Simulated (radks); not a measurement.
The bismuth anion Bi3-, [Rn], held by a Watson sphere: a shell of charge +3 at radius R that stands for the Madelung well of a crystal (potential energy -3/R inside, -3/r outside, in hartree with lengths in bohr). All-electron calculation, scalar-relativistic Kohn-Sham, PBE, spin-unpolarised, spherical densities, point nucleus. Program: a radial shooting solver on a logarithmic mesh with Libxc functionals. Response by self-consistent Sternheimer equations with the Hartree and adiabatic LDA kernel, the relativistic mass of each level held fixed and spin-orbit coupling left out. The sphere does not respond.

R (bohr),e(5d) (eV),e(6s) (eV),e(6p) (eV),<r> 6p (bohr),sum of <r^2> (bohr^2),X-ray form factor at sin(theta)/lambda = 0.3 1/angstrom,alpha (bohr^3)
2.85,-26.616,-15.745,-6.485,2.972,104.7,62.213,63.41
3.77,-25.037,-13.571,-5.142,3.349,122.3,62.363,111.3
4.03,-24.783,-13.147,-4.799,3.454,127.6,62.384,130.5
4.75,-24.285,-12.283,-3.976,3.735,142.9,62.408,199.9
4.99,-24.164,-12.073,-3.742,3.825,148.3,62.411,229.3
